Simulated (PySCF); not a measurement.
C5H4BF, SMILES C#C[C@@H]1C=CB1F. The structure is a stationary point at PBE-D3(BJ)/def2-SVP. The structure was generated by enumeration; whether it is a known compound was not checked.

Computed equilibrium geometry at PBE-D3(BJ)/def2-SVP (PySCF confirms it by a frequency run) as Cartesian coordinates in Å:
```xyz
11

C      2.3479    -1.3300    -0.4932
C      1.2675    -1.0094    -0.0136
C     -0.0174    -0.6043     0.5230
C     -1.2615    -0.8034    -0.3652
C     -1.8309     0.4389    -0.3721
B     -0.5327     0.9237     0.3027
F      0.0884     2.0888     0.4362
H      3.3047    -1.6117    -0.9089
H     -0.1732    -1.0003     1.5508
H     -1.5401    -1.7342    -0.8966
H     -2.7566     0.7771    -0.8573
```
Charge 0, spin multiplicity 1.
